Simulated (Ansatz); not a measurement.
dimethylacetylene (C4H6), singlet, at a GFN2-xTB geometry, atoms displaced at random by about 0.02 Å a coordinate. Base run: Ansatz (a quantum-chemistry and plane-wave program) with HF/3-21G.

Ansatz was given this input:
Ansatz 0.2 input:
```yaml
crystal:
  periodic: [false, false, false]
  atoms:
    - {symbol: C, position_ang: [0.00768014, 0.04350953, 2.07478604]}
    - {symbol: C, position_ang: [-0.00398046, 0.05335757, 0.63182078]}
    - {symbol: C, position_ang: [-0.01298949, 0.00283346, -0.58728575]}
    - {symbol: C, position_ang: [0.01227877, -0.04503400, -2.04412697]}
    - {symbol: H, position_ang: [-0.04367961, 1.01964862, 2.40171407]}
    - {symbol: H, position_ang: [-0.84587170, -0.52964893, 2.40093981]}
    - {symbol: H, position_ang: [0.87992744, -0.47659917, 2.42030497]}
    - {symbol: H, position_ang: [-0.02717078, 1.04127990, -2.41224660]}
    - {symbol: H, position_ang: [0.89981982, -0.51356415, -2.41279464]}
    - {symbol: H, position_ang: [-0.89164123, -0.50981184, -2.43706552]}
basis:
  gaussian:
    orbitals: 3-21G.json
hamiltonian:
  xc: hf
relax: {}
```
The basis file holds 3-21G in the JSON format of the Basis Set Exchange.

Variants of this job, named by their change:

| change | ΔE vs base (kcal/mol) | optimiser steps |
|---|---|---|
| base | 0.000 | 4 |
| relax = f_tol: 0.1 | 0.000 | 4 |
| relax = f_tol: 0.05 | 0.000 | 4 |
| relax = max_displacement: 0.5 | 0.000 | 4 |
| relax = escape_saddle: false | 0.000 | 4 |
| relax = max_displacement: 0.02 | 0.000 | 5 |
| relax = f_tol: 0.0005 | 0.000 | 5 |
